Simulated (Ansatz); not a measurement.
A set of 12 reactions (ligand exchange), with CCSD(T)/CBS values in kJ/mol:

```tsv
reaction	ΔE
`[NH2][AlH][SiH3]` + `N[SiH](Cl)Cl` → `[SiH3]N[SiH](Cl)Cl` + `[NH2][AlH2]`	-46.8
`[SiH3][Se][GeH3]` + `C[SeH]` → `C[Se][Se][SiH3]` + GeH₄	42.7
`CB(O)Br` + CH₃OH → `COB(C)O` + HBr	-43.2
`[NH2][AlH][SiH3]` + `[SiH3]N[SiH3]` → `[NH2][AlH][N]([SiH3])[SiH3]` + SiH₄	-99.7
`F[C@H]1O[C@H]1[SiH3]` + `N=C(O)[SiH3]` → `N=C([SiH3])O[SiH3]` + `FC1CO1`	-92.4
`O[SiH2][Si](F)(Cl)Cl` + `O[SiH2]O` → `O[SiH2]O[Si](F)(Cl)Cl` + `O[SiH3]`	-139.4
`CO[SiH2]C` + HCl → `CO[SiH2]Cl` + CH₄	-114.1
`BN(B)CC` + HCl → `BCl` + `BNCC`	5.3
`[SiH3][SiH2][BH][GeH3]` + `N[SiH2]S` → `N[SiH2][S][GeH3]` + `B[SiH2][SiH3]`	-47.5
`C[O][Mg][Br]` + HCl → `[Cl][Mg][Br]` + CH₃OH	-77.2
`O[SiH](Br)O[SiH3]` + HCl → `O[SiH](Cl)Br` + `O[SiH3]`	32.0
`O[SiH2]S` + `OCO` → `OCO[SiH2]S` + H₂O	-1.2
```

Program: Ansatz. Geometries: PBE0-D4/def2-TZVP. ΔE: electronic, gas phase. CCSD(T)/CBS is the MP2 limit (def2-TZVPP, def2-QZVPP) plus CCSD(T) − MP2 in def2-TZVPP, frozen cores. This one scheme is used for every species. Functionals use def2-TZVPP. B3LYP here is the variant with VWN-RPA as its local correlation; programs differ in this. For Br, Ge, Mg, Se outer-core shells are correlated without core-valence functions, which leaves a few kJ/mol of doubt a bond. Scalar relativity is left out up to krypton. One conformer a species, not always the lowest.

(1) Give the mean, mean absolute and largest difference (level minus CCSD(T)/CBS, kJ/mol) for: PBE-D4, PBE0-D4, B3LYP-D4, ωB97X-V, B2PLYP, PBE, r2SCAN, B3LYP, HF/def2-TZVPP, MP2/def2-TZVPP, SCS-MP2/def2-TZVPP, CCSD(T)/def2-TZVPP, MP2/def2-QZVPP, HF/CBS(def2). (An estimate is asked.)

The largest T1 diagnostic in the set is 0.014, for `N=C(O)[SiH3]` (customary mark 0.02).

CCSD(T)/CBS is a level of theory with its own doubt, and the functionals carry their triple-zeta basis error, so these figures describe this set and don't rank the functionals.

Results:

(1) The calculation gave: 
```tsv
level	mean	mean absolute	largest
PBE-D4	5.5	11.3	30.2
PBE0-D4	3.2	7.3	17.4
B3LYP-D4	-1.0	2.5	-7.5
ωB97X-V	0.0	2.9	4.8
B2PLYP	-1.0	2.7	7.5
PBE	6.7	13.5	31.7
r2SCAN	0.5	4.8	9.1
B3LYP	1.0	5.5	12.8
HF/def2-TZVPP	-6.2	11.6	-26.2
MP2/def2-TZVPP	-2.8	4.2	-10.7
SCS-MP2/def2-TZVPP	-3.1	4.8	-10.8
CCSD(T)/def2-TZVPP	0.3	1.8	-4.2
MP2/def2-QZVPP	-3.1	4.5	-10.7
HF/CBS(def2)	-6.7	12.0	-29.4
```
